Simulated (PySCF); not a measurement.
Basis-set dependence of population analyses: `CC1=C[C@H]1B(Cl)Cl`

C₄H₅BCl₂.
Numbering: `[CH3:1][C:2]1=[CH:3][C@H:4]1[B:5]([Cl:6])[Cl:7]` (hydrogens: H8, H9, H10 on C1; H11 on C3; H12 on C4)

PBE0 throughout (PySCF), one geometry, spherical d and f functions. One conformer (not necessarily the lowest) at the PBE0-D3(BJ)/def2-SVP geometry, without solvent, vibrations or thermal averaging. Atoms taken as equivalent share a column and are averaged. The first 7 of 9 kinds of atom are listed.

Mulliken charges (e):

| basis | functions | C1 | C2 | C3 | C4 | B5 | Cl6/Cl7 | H8/H9/H10 |
| --- | --- | --- | --- | --- | --- | --- | --- | --- |
| STO-3G | 48 | -0.245 | +0.012 | -0.093 | -0.170 | +0.319 | -0.175 | +0.109 |
| 6-31G | 81 | -0.572 | +0.076 | -0.129 | -0.344 | +0.041 | -0.031 | +0.202 |
| pcSseg-0 | 81 | -0.624 | -0.098 | -0.156 | -0.674 | +0.631 | -0.199 | +0.264 |
| 6-31G* | 116 | -0.629 | +0.176 | -0.207 | -0.309 | +0.177 | -0.104 | +0.210 |
| cc-pVDZ | 131 | -0.035 | +0.009 | -0.128 | -0.048 | +0.137 | -0.105 | +0.075 |
| def2-SVP | 131 | +0.027 | +0.030 | -0.201 | -0.101 | +0.110 | -0.087 | +0.067 |
| pcSseg-1 | 158 | -0.189 | -0.066 | -0.139 | -0.362 | +0.507 | -0.205 | +0.145 |
| aug-cc-pVDZ | 214 | +0.114 | -0.112 | +0.527 | +0.905 | +0.369 | -0.278 | -0.030 |
| 6-311+G(2d,p) | 235 | -0.877 | +0.729 | -0.353 | -0.328 | +0.519 | -0.230 | +0.173 |
| def2-TZVP | 259 | -0.348 | +0.042 | -0.138 | -0.218 | +0.212 | -0.133 | +0.149 |
| cc-pVTZ | 288 | -0.245 | +0.093 | -0.234 | -0.127 | +0.123 | -0.101 | +0.117 |
| IGLO-III | 313 | -0.379 | +0.066 | -0.070 | -0.271 | +0.232 | -0.111 | +0.134 |

IAO charges (e):

```csv
basis,functions,C1,C2,C3,C4,B5,Cl6/Cl7,H8/H9/H10
STO-3G,48,-0.412,+0.032,-0.106,-0.269,+0.062,-0.035,+0.159
6-31G,81,-0.447,+0.061,-0.151,-0.292,+0.116,-0.064,+0.173
pcSseg-0,81,-0.436,+0.049,-0.141,-0.299,+0.122,-0.063,+0.171
6-31G*,116,-0.429,+0.061,-0.146,-0.283,+0.146,-0.076,+0.166
cc-pVDZ,131,-0.429,+0.064,-0.152,-0.285,+0.149,-0.075,+0.166
def2-SVP,131,-0.420,+0.064,-0.146,-0.282,+0.142,-0.069,+0.162
pcSseg-1,158,-0.427,+0.060,-0.150,-0.286,+0.141,-0.072,+0.166
aug-cc-pVDZ,214,-0.438,+0.066,-0.158,-0.291,+0.154,-0.078,+0.170
"6-311+G(2d,p)",235,-0.440,+0.066,-0.157,-0.293,+0.149,-0.075,+0.170
def2-TZVP,259,-0.439,+0.065,-0.157,-0.293,+0.152,-0.075,+0.170
cc-pVTZ,288,-0.441,+0.065,-0.157,-0.293,+0.155,-0.077,+0.170
IGLO-III,313,-0.441,+0.065,-0.158,-0.293,+0.147,-0.072,+0.170
```

Hirshfeld charges (e):

```
        basis  functions      C1      C2      C3      C4      B5  Cl6/Cl7  H8/H9/H10
       STO-3G         48  -0.012  +0.007  -0.037  -0.089  +0.274   -0.164     +0.035
        6-31G         81  -0.078  +0.023  -0.051  -0.129  +0.143   -0.093     +0.056
     pcSseg-0         81  -0.085  +0.028  -0.046  -0.142  +0.130   -0.074     +0.054
       6-31G*        116  -0.079  +0.021  -0.049  -0.125  +0.156   -0.100     +0.055
      cc-pVDZ        131  -0.089  +0.024  -0.048  -0.138  +0.139   -0.081     +0.057
     def2-SVP        131  -0.095  +0.026  -0.050  -0.146  +0.132   -0.070     +0.057
     pcSseg-1        158  -0.096  +0.023  -0.049  -0.143  +0.153   -0.083     +0.058
  aug-cc-pVDZ        214  -0.103  +0.013  -0.055  -0.152  +0.146   -0.074     +0.062
6-311+G(2d,p)        235  -0.095  +0.010  -0.054  -0.149  +0.139   -0.073     +0.060
    def2-TZVP        259  -0.099  +0.015  -0.054  -0.147  +0.144   -0.076     +0.060
      cc-pVTZ        288  -0.100  +0.019  -0.052  -0.144  +0.144   -0.079     +0.060
     IGLO-III        313  -0.103  +0.012  -0.057  -0.154  +0.137   -0.064     +0.061
```

Some averages cover members that differ in this geometry, most widely: H8/H9/H10, Mulliken in aug-cc-pVDZ -0.058 to -0.007 e.

Which scheme is steadiest as the basis changes?

Largest range over the bases for any column: IAO 0.09 e, Hirshfeld 0.14 e, Mulliken 1.58 e. IAO charges move least and Mulliken charges most, counted in e. Without the minimal STO-3G basis the ranges are IAO 0.04, Hirshfeld 0.04, Mulliken 1.58 e.

How much do the charges still move between the two largest bases, cc-pVTZ and IGLO-III?

At most, over all atoms: Mulliken 0.164 e, IAO 0.009 e, Hirshfeld 0.017 e.

What do the same runs give for the total energy, the frontier levels and the dipole moment?

```csv
basis,energy (Eh),HOMO (eV),LUMO (eV),μ (D)
STO-3G,-1088.0087,-5.88,1.01,3.09
6-31G,-1100.0432,-7.29,-1.08,3.28
pcSseg-0,-1098.7094,-7.62,-1.27,3.09
6-31G*,-1100.1278,-7.13,-0.96,3.00
cc-pVDZ,-1100.1917,-7.16,-0.95,2.76
def2-SVP,-1099.7572,-7.18,-0.88,2.56
pcSseg-1,-1100.1075,-7.34,-1.15,2.88
aug-cc-pVDZ,-1100.2029,-7.26,-1.16,2.82
"6-311+G(2d,p)",-1100.2417,-7.27,-1.18,2.78
def2-TZVP,-1100.2578,-7.24,-1.10,2.73
cc-pVTZ,-1100.2681,-7.24,-1.08,2.76
IGLO-III,-1100.2537,-7.24,-1.11,2.66
```

The dipole is fixed by the density alone, so its range of 0.72 D shows that the density itself changes with the basis, not only its division among atoms.
